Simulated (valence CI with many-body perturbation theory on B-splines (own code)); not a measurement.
**P in three bases**

Calculated by configuration interaction combined with many-body perturbation theory (CI+MBPT): five valence electrons over a frozen Dirac-Fock core [Ne], a basis of 9 s, 9 p, 8 d, 6 f, 3 g, 1 h functions for each j, with the one-electron correlation potential Σ1, the two-electron term Σ2, the three-electron term Σ3, Breit, model QED; selected CI, second order for the rest, scaled by the run's own slope (own B-spline code, finite nucleus).

Set against measurement, 25 paired levels are off by 58 cm⁻¹ on average, the worst by 205. These come from a selection out of the NIST Handbook of Basic Atomic Spectroscopic Data. Levels without a partner in it may be off by more. Among the levels kept, up to 3100 cm⁻¹ of a level comes from second order outside the variational space, and about a tenth of that is noise between levels of different J, which matters for small intervals.

The reference run has the lowest level 3s²3p³ ⁴S°_3/2 and an ionisation energy of 10.4609 eV. Its largest variational space holds 20376 state functions.

Names give the largest LS component (configuration and term), which can be under half, so a name can repeat, a term be missing and a line seem to break the LS rules; names also repeat where a configuration has a term twice.

Changed runs:
A. basis 6 s, 6 p, 5 d, 3 f, 1 g
B. basis 5 s, 5 p, 4 d, 2 f

Excitation energies of the reference run in cm⁻¹, and shifts in cm⁻¹:

| Level | Reference | A | B |
| --- | --- | --- | --- |
| 3s²3p³ ²D°_3/2 | 11490 | +82 | +468 |
| 3s²3p³ ²D°_5/2 | 11530 | +56 | +436 |
| 3s²3p³ ²P°_1/2 | 18921 | +90 | +501 |
| 3s²3p³ ²P°_3/2 | 18953 | +89 | +494 |
| 3s²3p²4s ⁴P_1/2 | 55904 | -36 | -139 |
| 3s²3p²4s ⁴P_3/2 | 56050 | -28 | -143 |
| 3s²3p²4s ⁴P_5/2 | 56295 | -21 | -137 |
| 3s²3p²4s ²P_1/2 | 57852 | +4.5 | +6.0 |
| 3s²3p²4s ²P_3/2 | 58135 | +20 | +13 |
| 3s3p⁴ ⁴P_5/2 | 59514 | +60 | +376 |
| 3s3p⁴ ⁴P_3/2 | 59684 | +73 | +387 |
| 3s3p⁴ ⁴P_1/2 | 59871 | -21 | +300 |
| Ionisation energy (eV) | 10.4609 | +0.0090 | -0.0101 |
